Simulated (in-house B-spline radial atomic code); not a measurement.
How numerical settings move a run on Dy²⁺, [Xe] 4f10. Computed with an all-electron radial atomic-structure program (B-spline basis): Dirac-Kohn-Sham BLYP, spherical fractional occupations, Fermi nucleus of rms radius 5.2218 fm.

Command:
```bash
python run_scf.py task.json out
```
Settings of the sound reference run:
```
Z                66
electrons        64
configuration    [Xe] 4f10
hamiltonian      dirac
method           b88,lyp
spin_polarised   False
nucleus          fermi
rms_radius       5.2218
mass_number      164
atomic_mass      163.9292
speed_of_light   137.036
knot_spacing     0.22
spline_order     8
gauss_points     12
box_radius       22.22
max_iterations   70
damping          0.5
damped_steps     3
diis_vectors     10
tolerance        1e-08
start            Thomas-Fermi
```

Time taken, with all properties: 2.1 s on 1 thread of Arm Neoverse N1, with other jobs on the host.

It converges in 10 iterations to -12167.329141 hartree, with 4f7/2 at -16.5482 eV. The other runs change the listed settings, some to values that make no sense; their results aren't properties of the atom or ion. Radii are in bohr (the nuclear one in fm), a minus after a letter asks for a j subshell, and «unchanged» means within 1e-8 hartree. The run stops when the residual is below 10 × tolerance × max(1, Z/10), or a noise floor if that is larger, and the energy moves by less than 1e-8 × √|E| hartree; so very loose and very tight tolerances often act alike.

```tsv
changed settings	outcome
electrons = 65, configuration = [Xe] 4f10 6s-1, max_iterations = 50	stopped with error: j subshells need the Dirac Hamiltonian and l > 0
knot_spacing = 1	converged in 10 iterations, energy +2.90e+02 hartree from the reference, 4f7/2 level -6.3e+01 eV (the program warns: 4f7/2 reaches the box edge; 2s1/2 reaches the box edge)
spline_order = 10, max_iterations = 3, start = bare nucleus	not converged after 3 iterations, last residual 1.4e+00, last energy +3.42e+01 hartree from the reference
diis_vectors = 4	converged in 11 iterations, energy unchanged, 4f7/2 level +2.0e-05 eV
knot_spacing = 0.55	converged in 10 iterations, energy +1.08e+00 hartree from the reference, 4f7/2 level -1.9e-02 eV
knot_spacing = 0.75	converged in 11 iterations, energy +3.38e+01 hartree from the reference, 4f7/2 level -9.7e-01 eV (the program warns: 3s1/2 reaches the box edge; 3p1/2 reaches the box edge)
electrons = 65, configuration = [Kr] 4d10 4f10 5s2 5p7, max_iterations = 100	stopped with error: shell 5p holds at most 6 electrons
knot_spacing = 0.15	converged in 10 iterations, energy -4.41e-06 hartree from the reference, 4f7/2 level -7.7e-07 eV
diis_vectors = 20	converged in 10 iterations, energy unchanged
box_radius = 6.67, max_iterations = 3, tolerance = 0.0001, start = bare nucleus	not converged after 3 iterations, last residual 1.4e+00, last energy +3.31e+01 hartree from the reference
knot_spacing = 0.1	converged in 10 iterations, energy -4.52e-06 hartree from the reference
knot_spacing = 0.1, first_knot = 0.00152, max_iterations = 3, damped_steps = 8	not converged after 3 iterations, last residual 1.2e-01, last energy +1.08e+00 hartree from the reference
diis_vectors = 0	converged in 65 iterations, energy unchanged, 4f7/2 level +1.2e-04 eV
knot_spacing = 1.4	converged in 10 iterations, energy +1.04e+03 hartree from the reference, 4f7/2 level -1.6e+02 eV (the program warns: 4f7/2 reaches the box edge; 1s1/2 reaches the box edge)
```

Q: What happens with diis_vectors = 2?

A: Converged in 15 iterations, energy unchanged, 4f7/2 level +4.5e-05 eV.

Q: What happens with knot_spacing = 0.4?

A: Converged in 10 iterations, energy +7.40e-03 hartree from the reference, 4f7/2 level -1.5e-03 eV.

Q: What happens with gauss_points = 8, max_iterations = 60, diis_vectors = 2, start = bare nucleus?

A: Converged in 21 iterations, energy unchanged, 4f7/2 level +1.6e-05 eV.

Q: What happens with diis_vectors = 1?

A: Not converged after 70 iterations, last residual 3.3e+00, last energy +4.01e+02 hartree from the reference.
